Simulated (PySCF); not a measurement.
# TaH5: one-bond stretch

Method: PBE0/[Ta def2-TZVP with ECP60, H def2-TZVP], scalar-relativistic core potentials, density fitting, no spin–orbit coupling, PySCF.

Rigid scan from the singlet minimum (Ta–H 1.754 Å (×4), Ta–H 1.790 Å; H–Ta–H 77.3° (×4), H–Ta–H 118.0° (×4), H–Ta–H 124.0° (×2)). Coordinate: the bond from Ta to the last atom (H) scaled, the rest fixed. Energies in kJ/mol from the minimum.

(1) Predict the curve at 0.92, 0.96, 1.00, 1.05, 1.12, 1.20, 1.35, 1.55, 1.80, 2.20.

Results:

(1) 
| scale of one bond | E (kJ/mol) | dipole size (D) |
| --- | --- | --- |
| 0.92 | 14.7 | 2.23 |
| 0.96 | 3.4 | 2.02 |
| 1.00 | 0.0 | 1.81 |
| 1.05 | 4.3 | 1.56 |
| 1.12 | 21.4 | 1.20 |
| 1.20 | 50.8 | 0.80 |
| 1.35 | 118.2 | 0.10 |
| 1.55 | 209.3 | – |
| 1.80 | 306.1 | – |
| 2.20 | 414.8 | – |

At long bonds a restricted determinant can lie too high, and another spin state can fall below this curve.

Spin–orbit coupling, left out here, can matter for elements this heavy.

Other isomers or separated fragments may lie lower.

The scan took 9.2 s on 2 threads of a shared Arm Neoverse V1 host; the process peaked at 1.1 GiB.
